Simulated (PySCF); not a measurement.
PBE0 on Si- (silicon, charge -1), [Ne] 3s2 3p3, high-spin 4S determinant. Calculation: PySCF 2.14, in aug-cc-pCVQZ-DK (10s9p7d5f3g, 134 functions); the spin-free X2C one-electron Hamiltonian (Gaussian nucleus).

```
cycle= 1 E= -289.920054663345  delta_E= -0.00526  |g|= 0.0102  |ddm|= 0.919
cycle= 2 E= -289.920118024084  delta_E= -6.34e-05  |g|= 0.00572  |ddm|= 0.0893
cycle= 3 E= -289.920155186063  delta_E= -3.72e-05  |g|= 0.00236  |ddm|= 0.0396
cycle= 4 E= -289.920157772209  delta_E= -2.59e-06  |g|= 0.000226  |ddm|= 0.0202
cycle= 5 E= -289.920157815398  delta_E= -4.32e-08  |g|= 3.51e-05  |ddm|= 0.00219
cycle= 6 E= -289.920157817223  delta_E= -1.82e-09  |g|= 2.2e-06  |ddm|= 0.000495
cycle= 7 E= -289.920157817228  delta_E= -5.17e-12  |g|= 2.89e-07  |ddm|= 3.9e-05
converged SCF energy = -289.920157817228  <S^2> = 3.7503022  2S+1 = 4.0001511
```

Highest occupied orbital energy: 0.378 eV; ⟨L²⟩ = 0.00; populations by l: s 6.00, p 9.00, d 0.00, f 0.00.

Q: Can this result be used?

A: With care. Self-consistency was reached. At PBE0 the highest occupied level has a positive energy, so only the finite basis holds that electron; in a semilocal or global hybrid functional this comes from self-interaction and does not mean that the real anion is unbound.
